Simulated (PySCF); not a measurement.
Sn(H)(Br)(NH2)2 (BrH5N2Sn), SMILES [NH2][SnH]([NH2])[Br]. Atoms are numbered in the order given.

```xyz
9

Sn     0.1540    -0.6020     0.4351
N     -1.4123    -1.8729     0.1185
N      1.7495    -1.4359    -0.5270
Br    -0.2959     1.7121    -0.5365
H      0.4421    -0.4060     2.1098
H     -2.1667    -1.7375     0.7929
H     -1.8202    -1.7658    -0.8115
H      1.4432    -2.0130    -1.3122
H      2.3983    -0.7388    -0.8949
```
Charge 0, spin multiplicity 1.

Coordinates come from a B3LYP-D3(BJ)/def2-SVP optimisation. The def2 effective core potentials stand for the cores of Sn; spin–orbit coupling is left out. Other conformers were not sampled.

Method: TDDFT-M06-2X/def2-SVPD in PySCF.

Vertical excitations. The molecule is in vacuum.

```tsv
state	energy (eV)	λ (nm)	f	main pairs
S1	5.81	213	0.071	HOMO→LUMO 81 %
S2	5.93	209	0.068	HOMO−1→LUMO 65 %, HOMO−2→LUMO 19 %
S3	6.22	199	0.107	HOMO−2→LUMO 45 %, HOMO−3→LUMO 21 %, HOMO→LUMO+2 7 %
S4	6.31	196	0.126	HOMO−3→LUMO 38 %, HOMO−2→LUMO 13 %, HOMO−1→LUMO+1 13 %, HOMO−1→LUMO 8 %
S5	6.84	181	0.012	HOMO−1→LUMO+1 43 %, HOMO→LUMO+2 23 %, HOMO−2→LUMO 8 %, HOMO−3→LUMO 7 %
S6	6.90	180	0.001	HOMO→LUMO+1 63 %, HOMO−3→LUMO 12 %
S7	7.10	175	0.003	HOMO→LUMO+2 37 %, HOMO−1→LUMO+2 18 %, HOMO−1→LUMO+1 14 %, HOMO→LUMO+1 10 %
S8	7.30	170	0.005	HOMO−1→LUMO+2 59 %, HOMO−1→LUMO+1 14 %, HOMO→LUMO+2 11 %
S9	7.45	166	0.010	HOMO−2→LUMO+2 51 %, HOMO−2→LUMO+1 30 %
S10	7.52	165	0.025	HOMO→LUMO+3 50 %, HOMO−2→LUMO+2 9 %, HOMO−3→LUMO+1 8 %
T1	5.18	239	0	HOMO→LUMO 77 %
T2	5.30	234	0	HOMO−1→LUMO 73 %
T3	5.67	219	0	HOMO−2→LUMO 79 %
T4	5.88	211	0	HOMO−3→LUMO 68 %
```
Triplets are in the Tamm–Dancoff approximation, which puts them higher than full response would, so one can lie above its singlet here.
